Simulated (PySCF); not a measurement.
SeCl2, SMILES Cl[Se]Cl. Geometry optimised at ωB97X-D3(BJ)/def2-TZVP. The isomer is the one that the SMILES or the coordinates give; other isomers of the formula were not compared.

Computed equilibrium geometry at ωB97X-D3(BJ)/def2-TZVP (PySCF confirms it by a frequency run) as bond lengths and angles, and its point group:
point group C2v.
Atoms: Se1 Cl2 Cl3. Bonded distances (Å): Se1–Cl2 2.140, Se1–Cl3 2.140. Angles (°): Cl2–Se1–Cl3 100.3.
